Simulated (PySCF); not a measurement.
PySCF 2.14 output of an unrestricted PBE calculation on a single atom or ion in x2c-TZVPPall with one added diffuse shell each of s, p, d type (12s8p7d2f1g, 94 functions), with the spin-free X2C one-electron Hamiltonian (Gaussian nucleus):

```
SCF conv_tol = 1e-09
number electrons alpha = 29  beta = 27
    J. P. Perdew, K. Burke, and M. Ernzerhof.,  Phys. Rev. Lett. 77, 3865 (1996)
    J. P. Perdew, K. Burke, and M. Ernzerhof.,  Phys. Rev. Lett. 78, 1396 (1997)
    J. P. Perdew, K. Burke, and M. Ernzerhof.,  Phys. Rev. Lett. 77, 3865 (1996)
    J. P. Perdew, K. Burke, and M. Ernzerhof.,  Phys. Rev. Lett. 78, 1396 (1997)
cycle= 1 E= -8134.21507013273  delta_E= -0.0106  |g|= 0.0494  |ddm|= 0.339
cycle= 2 E= -8134.21419302816  delta_E= 0.000877  |g|= 0.0603  |ddm|= 0.223
cycle= 3 E= -8134.21660852219  delta_E= -0.00242  |g|= 0.00344  |ddm|= 0.123
cycle= 4 E= -8134.21661008404  delta_E= -1.56e-06  |g|= 0.000456  |ddm|= 0.00223
cycle= 5 E= -8134.2166103344  delta_E= -2.5e-07  |g|= 8.05e-05  |ddm|= 0.00142
cycle= 6 E= -8134.21661034313  delta_E= -8.72e-09  |g|= 7.39e-06  |ddm|= 0.000243
cycle= 7 E= -8134.2166103432  delta_E= -7.09e-11  |g|= 1.8e-07  |ddm|= 1.95e-05
converged SCF energy = -8134.2166103432  <S^2> = 2.00114  2S+1 = 3.0007599
```

The run itself started from symmetry-adapted Hartree-Fock orbitals and held the occupation by maximum overlap, on a logarithmic radial grid, so the iterations belong to that start.

Problem. Which element, charge and spin multiplicity is this?

Solution. Ba (barium, neutral), multiplicity 3; the state was [Xe] 5d2, high-spin 3F determinant (an excited configuration).

Spin-orbit coupling, absent here, splits the open shell strongly.
